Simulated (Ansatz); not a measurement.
Geometry optimisation, RHF/6-31G* in Ansatz.

Input file:

```yaml
crystal:
  periodic: [false, false, false]
  atoms:
    - { symbol: B, position_ang: [0.0, 0.0, 0.0] }
    - { symbol: F, position_ang: [0.0, 0.0, 1.67] }
    - { symbol: C, position_ang: [1.3856, 0.0, -0.8] }
    - { symbol: H, position_ang: [1.7152, -1.0462, -0.9702] }
    - { symbol: H, position_ang: [1.2491, 0.508, -1.7774] }
    - { symbol: H, position_ang: [2.1552, 0.5381, -0.2082] }
    - { symbol: C, position_ang: [-1.3856, 0.0, -0.8] }
    - { symbol: H, position_ang: [-1.9458, -0.9305, -0.5708] }
    - { symbol: H, position_ang: [-1.9898, 0.8797, -0.4946] }
    - { symbol: H, position_ang: [-1.1839, 0.0508, -1.8903] }
    - { symbol: O, position_ang: [0.0766, 1.621, 0.5392] }
    - { symbol: H, position_ang: [0.4753, 1.6492, 1.4668] }
    - { symbol: H, position_ang: [0.0485, 1.0264, 1.5024] }
basis:
  gaussian: { orbitals: "6-31G*" }
hamiltonian:
  xc: hf
relax:
  f_tol: 0.15
  max_steps: 25
  restrain:
    - { distance: [0, 10], at: 1.41, k: 30.0 }
    - { distance: [12, 1], at: 0.92, k: 30.0 }
    - { distance: [0, 1], at: 2.52, k: 30.0 }
    - { distance: [12, 10], at: 2.21, k: 30.0 }
```

Launched with:

```bash
$ ansatz run input.yaml --threads 1 --pin off --max-ram 2048MiB --backend cpu --events-out ev --progress --plain --runs-dir out
```

Where does it end, and by what steps?

The run converged. The restraints hold the end off the free minimum. After 11 steps the energy has fallen by 6.306 eV (the restraints' own energy left out); H12 moved furthest, 1.10 Å. Parted: H12–H13 (0.76 → 2.62 Å).

| step | energy less start (eV) | largest force component (eV/Å) | accepted |
| --- | --- | --- | --- |
| 0 | 0.0000 | 7.667 | yes |
| 1 | -2.2806 | 5.256 | yes |
| 2 | -3.4985 | 5.717 | yes |
| 3 | -4.5381 | 2.702 | yes |
| 4 | -5.2422 | 1.310 | yes |
| 5 | -5.6821 | 2.380 | yes |
| 6 | -6.0635 | 1.435 | yes |
| 7 | -6.2223 | 1.472 | yes |
| 8 | -6.2801 | 1.089 | yes |
| 9 | -6.2444 | 1.058 | no |
| 10 | -6.3032 | 0.795 | yes |
| 11 | -6.3063 | 0.647 | yes |

```xyz
13
Properties=species:S:1:pos:R:3
B 0.034 0.655 -0.308
F -0.176 -0.406 1.981
C 1.416 0.040 -0.797
H 1.396 -1.045 -0.825
H 1.610 0.376 -1.816
H 2.268 0.344 -0.192
C -1.361 0.078 -0.773
H -1.433 -0.991 -0.591
H -2.201 0.567 -0.290
H -1.476 0.211 -1.849
O 0.028 1.833 0.430
H 0.901 2.162 0.585
H -0.406 0.473 2.111
```

Time of the run: 24 s on 1 thread of Arm Neoverse V2 (shared host), peak memory 0.17 GiB.
